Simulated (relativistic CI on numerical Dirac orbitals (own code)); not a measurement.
**What each ingredient does to the levels of Gd LVIII**

Base calculation: Dirac-Coulomb-Breit CI, separate exchange-only KLI orbitals for each configuration, QED by a radiative potential, unscaled Slater integrals.

Configurations in the expansion (outside the closed core 1s2): 2s2 2p3, 2s 2p4, 2p5, 2p4 3s, 2p4 3p, 2p4 3d, 2s2 2p2 3s, 2s2 2p2 3p, 2s2 2p2 3d, 2s 2p3 3s, 2s 2p3 3p, 2s 2p3 3d, 2s2 2p2 4s, 2s2 2p2 4p, 2s2 2p2 4d, 2s2 2p2 4f. Levels of other configurations are missing.

Variants: (1) configuration mixing switched off; (2) only the first 3 configurations. Shifts of the energy above 2s2 2p3 2P°_3/2, in eV, for the lowest level and the first level of each name with at least 55 % of one term (blank where a level changes its place among those of its configuration and J or its character, or is not in the variant):

| Level | Base | Δ(1) | Δ(2) |
| --- | --- | --- | --- |
| 2s2 2p3 2P°_3/2 | 0.00 | 0.00 | 0.00 |
| 2s2 2p3 4S°_3/2 | 707.43 | -1.35 | +0.05 |
| 2s2 2p3 2D°_5/2 | 729.84 | -1.35 | +0.05 |
| 2s2 2p3 2P°_1/2 | 771.08 | +1.27 | -0.30 |
| 2s 2p4 4P_5/2 | 985.39 | -1.54 | -0.14 |
| 2s 2p4 2S_1/2 | 1073.02 | -1.48 | -0.08 |
| 2s 2p4 4P_3/2 | 1716.17 | -1.63 | -0.22 |
| 2s 2p4 2D_5/2 | 1754.19 | -1.38 | +0.03 |
| 2s 2p4 2P_1/2 | 1804.65 | -1.18 | +0.23 |
| 2p5 2P°_3/2 | 2122.61 | -6.92 | +0.53 |
| 2p5 2P°_1/2 | 2855.58 | -3.86 | +0.51 |
| 2s2 2p2 3s 4P_3/2 | 7256.51 | +1.25 |  |
| 2s2 2p2 3s 2P_1/2 | 7265.42 | +0.85 |  |
| 2s2 2p2 3s 2D_5/2 | 7275.50 | +0.84 |  |
| 2s2 2p2 3s 2D_3/2 | 7281.17 | +1.07 |  |
| 2s2 2p2 3p 4D°_3/2 | 7345.99 | +0.55 |  |
| 2s2 2p2 3p 2F°_7/2 | 7572.33 | +0.18 |  |
| 2s2 2p2 3p 2D°_5/2 | 7596.83 | -0.28 |  |
| 2s2 2p2 3d 4D_1/2 | 7647.79 | -0.22 |  |
| 2s2 2p2 3d 2G_9/2 | 7715.03 | -0.63 |  |
| 2s2 2p2 3d 2F_7/2 | 7737.98 | -0.14 |  |

At this charge energies of transitions that change n are usually good to better than 1 %, and those within a shell (Δn = 0) to a few per cent.

Ionisation energy from the two ground configurations alone: base 12146.2 eV. The NIST ASD value (theoretical) is 12147 eV.

LS names give the leading component of a level, which can be under half, so a name can repeat, a term be missing and a line seem to break the LS rules.
